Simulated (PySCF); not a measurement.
**Fractional electron number in Se²⁺ (selenium, charge +2)**

The 4p alpha orbital of [Ar] 3d10 4s2 4p2 is emptied in steps (occupation f), with all orbitals relaxed, ending at [Ar] 3d10 4s2 4p1. Computed with PySCF 2.14 in def2-TZVP (6s5p4d1f, 48 functions), with no relativity, point nucleus. The exact energy is a straight line in f; departures are measured from the line between the end points of the same method.

| f | UHF (eV) | LDA (eV) | PBE (eV) | PBE0 (eV) | r2SCAN (eV) | LC-wPBE (eV) | BHandHLYP (eV) | wB97X (eV) | B3LYP (eV) | TPSS (eV) |
| --- | --- | --- | --- | --- | --- | --- | --- | --- | --- | --- |
| 1 | 0.000 | 0.000 | 0.000 | 0.000 | 0.000 | 0.000 | 0.000 | 0.000 | 0.000 | 0.000 |
| 0.8 | 0.073 | -0.868 | -0.842 | -0.613 | -0.796 | -0.154 | -0.404 | -0.208 | -0.678 | -0.819 |
| 0.6 | 0.108 | -1.303 | -1.261 | -0.917 | -1.182 | -0.227 | -0.605 | -0.312 | -1.016 | -1.224 |
| 0.4 | 0.107 | -1.303 | -1.257 | -0.912 | -1.166 | -0.222 | -0.604 | -0.313 | -1.014 | -1.218 |
| 0.2 | 0.070 | -0.868 | -0.835 | -0.604 | -0.764 | -0.144 | -0.401 | -0.210 | -0.674 | -0.806 |
| 0 | 0.000 | 0.000 | 0.000 | 0.000 | 0.000 | 0.000 | 0.000 | 0.000 | 0.000 | 0.000 |

```json
{"method": "UHF", "E(f=0) − E(f=1) (eV)": "30.949", "−ε at f=1 (eV)": "31.407", "−ε at f=0.4 (eV)": "30.855"}
{"method": "LDA", "E(f=0) − E(f=1) (eV)": "31.717", "−ε at f=1 (eV)": "26.302", "−ε at f=0.4 (eV)": "32.806"}
{"method": "PBE", "E(f=0) − E(f=1) (eV)": "31.533", "−ε at f=1 (eV)": "26.268", "−ε at f=0.4 (eV)": "32.602"}
{"method": "PBE0", "E(f=0) − E(f=1) (eV)": "31.592", "−ε at f=1 (eV)": "27.747", "−ε at f=0.4 (eV)": "32.379"}
{"method": "r2SCAN", "E(f=0) − E(f=1) (eV)": "31.785", "−ε at f=1 (eV)": "26.779", "−ε at f=0.4 (eV)": "32.850"}
{"method": "LC-wPBE", "E(f=0) − E(f=1) (eV)": "31.703", "−ε at f=1 (eV)": "30.725", "−ε at f=0.4 (eV)": "31.916"}
{"method": "BHandHLYP", "E(f=0) − E(f=1) (eV)": "31.478", "−ε at f=1 (eV)": "28.948", "−ε at f=0.4 (eV)": "31.990"}
{"method": "wB97X", "E(f=0) − E(f=1) (eV)": "31.376", "−ε at f=1 (eV)": "30.075", "−ε at f=0.4 (eV)": "31.629"}
{"method": "B3LYP", "E(f=0) − E(f=1) (eV)": "31.587", "−ε at f=1 (eV)": "27.350", "−ε at f=0.4 (eV)": "32.445"}
{"method": "TPSS", "E(f=0) − E(f=1) (eV)": "31.587", "−ε at f=1 (eV)": "26.460", "−ε at f=0.4 (eV)": "32.640"}
```

Orbital energy along the path (eV):

```json
{"f": "1", "UHF": "-31.407", "LDA": "-26.302", "PBE": "-26.268", "PBE0": "-27.747", "r2SCAN": "-26.779", "LC-wPBE": "-30.725", "BHandHLYP": "-28.948", "wB97X": "-30.075", "B3LYP": "-27.350", "TPSS": "-26.460"}
{"f": "0.8", "UHF": "-31.218", "LDA": "-28.457", "PBE": "-28.380", "PBE0": "-29.302", "r2SCAN": "-28.832", "LC-wPBE": "-31.137", "BHandHLYP": "-29.965", "wB97X": "-30.596", "B3LYP": "-29.048", "TPSS": "-28.527"}
{"f": "0.6", "UHF": "-31.034", "LDA": "-30.628", "PBE": "-30.496", "PBE0": "-30.849", "r2SCAN": "-30.868", "LC-wPBE": "-31.537", "BHandHLYP": "-30.980", "wB97X": "-31.113", "B3LYP": "-30.749", "TPSS": "-30.592"}
{"f": "0.4", "UHF": "-30.855", "LDA": "-32.806", "PBE": "-32.602", "PBE0": "-32.379", "r2SCAN": "-32.850", "LC-wPBE": "-31.916", "BHandHLYP": "-31.990", "wB97X": "-31.629", "B3LYP": "-32.445", "TPSS": "-32.640"}
{"f": "0.2", "UHF": "-30.682", "LDA": "-34.979", "PBE": "-34.683", "PBE0": "-33.879", "r2SCAN": "-34.720", "LC-wPBE": "-32.265", "BHandHLYP": "-32.990", "wB97X": "-32.156", "B3LYP": "-34.127", "TPSS": "-34.646"}
{"f": "0", "UHF": "-30.514", "LDA": "-37.124", "PBE": "-36.720", "PBE0": "-35.335", "r2SCAN": "-36.472", "LC-wPBE": "-32.567", "BHandHLYP": "-33.980", "wB97X": "-32.706", "B3LYP": "-35.779", "TPSS": "-36.569"}
```

Reference removal energy between the ground levels: 31.697 ± 0.019 eV (measured; NIST Atomic Spectra Database, ionization energies). The calculation has no spin-orbit coupling. UHF lacks correlation.
